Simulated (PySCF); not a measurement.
# Electron correlation in Xe+ (xenon, charge +1)

[Kr] 4d10 5s2 5p5, 2P determinant. Computed with PySCF 2.14 in def2-SVP with the def2 core potential (28 electrons) (6s5p3d2f, 50 functions), with a scalar-relativistic core potential. Frozen: 4s2 4p6 4d10; 7 electrons correlated.

MP2 pair energies summed by pair of shells (mhartree):

```
 pair  energy  share (%)
5p-5p  -71.82       62.0
5s-5p  -37.44       32.3
5s-5s   -6.54        5.6
```

Total MP2 correlation energy: -115.80 mhartree.

Same-spin part -26.10 and opposite-spin part -89.70 mhartree; SCS-MP2 scales them by 1/3 and 6/5 to -116.34 mhartree.

```csv
level,correlation energy (mhartree)
CCSD,-134.44
(T),-3.56
CCSD(T),-138.00
```

Diagnostics: T1 = 0.0060, D1 = 0.0194, largest double amplitude 0.046.

Cost of the coupled-cluster step: 1.8 s of wall time on 1 thread of Neoverse-N1 (shared host), for 7 correlated electrons.
